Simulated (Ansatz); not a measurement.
Ansatz results at the PBE0-D4/def2-TZVP geometry: LUMO energy (ωB97M-V/def2-TZVPP) 2.23 eV; LUMO energy (B3LYP/def2-TZVPP) -0.02 eV; size of the dipole moment (ωB97M-V/def2-TZVPP) 0.03 D.

Problem. Which molecule gave them?
A. `[CH]1=[CH][GeH2]1`
B. `C[NH][Ge]([Cl])([NH]C)[NH]C`
C. `C#[C][GeH3]`
D. `C[NH][GeH]([F])[O]C`

Solution. C. The others give `C[NH][GeH]([F])[O]C`: 2.38, 0.45, 1.15; `[CH]1=[CH][GeH2]1`: 2.07, -0.32, 0.14; `C[NH][Ge]([Cl])([NH]C)[NH]C`: 1.99, 0.13, 2.70.

B3LYP here is the variant with VWN-RPA as its local correlation; programs differ in this.
